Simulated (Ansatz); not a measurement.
Cost and result up the ladder for the cluster PSe₂ (3 atoms). Total charge 0; doublet. Geometry: PBE-D4/def2-TZVP.

```xyz
3

P     1.2566   -0.1560   -0.0328
Se   -0.5054    0.8809    0.9057
Se   -0.7512   -0.7248   -0.8729
```

Ansatz on 4 threads of Arm Neoverse V2 on a shared host. Times are rough, and most runs start from the orbitals of an earlier one. ωB97M-V/def2-TZVP serves as the yardstick here, not as an exact answer. Differences are given only for rows in sets of like size (and for xTB, whose basis is part of the method), since another set adds its own error. Binding counts from free atoms at the same level (P quartet, Se triplet; other spins of the atoms weren't run), without zero-point energy or a counterpoise term.

The 6-31G sets use Cartesian d functions. B3LYP takes the VWN-RPA correlation. Correlated methods freeze 23 core orbitals; core or outer-core shells of Se are correlated, in sets that lack core-valence functions. The structure comes from a short search, and lower isomers may exist.

Correlated methods converge slowly with the basis.

```json
{"level": "HF/6-31G", "functions": "71", "wall time": "0.65 s", "binding energy per atom (eV)": "-0.22", "difference from ωB97M-V/def2-TZVP (eV)": "–"}
{"level": "LDA (SPW92)/def2-TZVP", "functions": "133", "wall time": "0.9 s", "binding energy per atom (eV)": "2.92", "difference from ωB97M-V/def2-TZVP (eV)": "0.79"}
{"level": "PBE-D4/def2-SVP", "functions": "82", "wall time": "0.95 s", "binding energy per atom (eV)": "2.37", "difference from ωB97M-V/def2-TZVP (eV)": "–"}
{"level": "B3LYP-D4/6-31G", "functions": "71", "wall time": "1.1 s", "binding energy per atom (eV)": "1.46", "difference from ωB97M-V/def2-TZVP (eV)": "–"}
{"level": "PBE-D4/def2-TZVP", "functions": "133", "wall time": "1.6 s", "binding energy per atom (eV)": "2.44", "difference from ωB97M-V/def2-TZVP (eV)": "0.30"}
{"level": "revPBE-D4/def2-TZVP", "functions": "133", "wall time": "1.6 s", "binding energy per atom (eV)": "2.32", "difference from ωB97M-V/def2-TZVP (eV)": "0.19"}
{"level": "MP2/def2-TZVP", "functions": "133", "wall time": "2.5 s", "binding energy per atom (eV)": "2.07", "difference from ωB97M-V/def2-TZVP (eV)": "-0.06"}
{"level": "RPA@PBE/def2-TZVP", "functions": "133", "wall time": "2.6 s", "binding energy per atom (eV)": "1.90", "difference from ωB97M-V/def2-TZVP (eV)": "-0.23"}
{"level": "PBE-D4/def2-TZVPD", "functions": "157", "wall time": "2.8 s", "binding energy per atom (eV)": "2.44", "difference from ωB97M-V/def2-TZVP (eV)": "0.31"}
{"level": "PBE0-D4/def2-TZVP", "functions": "133", "wall time": "3.4 s", "binding energy per atom (eV)": "2.25", "difference from ωB97M-V/def2-TZVP (eV)": "0.11"}
{"level": "B2PLYP/def2-TZVP", "functions": "133", "wall time": "4.2 s", "binding energy per atom (eV)": "2.11", "difference from ωB97M-V/def2-TZVP (eV)": "-0.02"}
{"level": "r2SCAN-D4/def2-TZVP", "functions": "133", "wall time": "4.5 s", "binding energy per atom (eV)": "2.26", "difference from ωB97M-V/def2-TZVP (eV)": "0.12"}
{"level": "ωB97M-V/def2-TZVP (with forces)", "functions": "133", "wall time": "13 s", "binding energy per atom (eV)": "2.13", "difference from ωB97M-V/def2-TZVP (eV)": "0.00"}
{"level": "CCSD(T)/def2-TZVPP", "functions": "138", "wall time": "22 s", "binding energy per atom (eV)": "1.98", "difference from ωB97M-V/def2-TZVP (eV)": "-0.15"}
```
